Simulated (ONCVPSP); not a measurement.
# Configuration tests for Mn (ONCV)

```json
{
 "Element": "manganese (Mn)",
 "Generator": "ONCVPSP 4.0.1",
 "Type": "optimised norm-conserving Vanderbilt (ONCV)",
 "Functional": "PBE",
 "Relativity": "scalar-relativistic",
 "Frozen core": "[Ne]",
 "Valence charge": "15",
 "Reference configuration": "3s2 3p6 3d5 4s1.5 (charge +0.5)",
 "Partial waves": "3s+4s: rc 1.30 bohr, ncon 4, nbas 7, qcut 11.3 1/bohr, 2 projectors; 3p: rc 0.85 bohr, ncon 4, nbas 7, qcut 11.1 1/bohr, 1 projector; 3d: rc 1.55 bohr, ncon 4, nbas 8, qcut 9.4 1/bohr, 1 projector",
 "Local potential": "polynomial inside 0.70 bohr (lpopt 5, dvloc0 1 Ha)",
 "Core correction": "Teter function, fcfact 4.25, rcfact 1.6"
}
```

Energies are relative to the spin-unpolarised reference configuration 3s2 3p6 3d5 4s1.5; without spin polarisation the order of configurations can differ from experiment.

| valence configuration | charge | ΔE all-electron (eV) | error AE − PS (meV) |
| --- | --- | --- | --- |
| 3s2 3p6 3d5 4s2 | 0 | -3.361 | +0.5 |
| 3s2 3p6 3d5 4s1 | +1 | 5.056 | -0.1 |
| 3s2 3p6 3d5 4s0 | +2 | 20.654 | +1.6 |
| 3s2 3p6 3d4 4s2 4p1 | 0 | 4.440 | +62 |
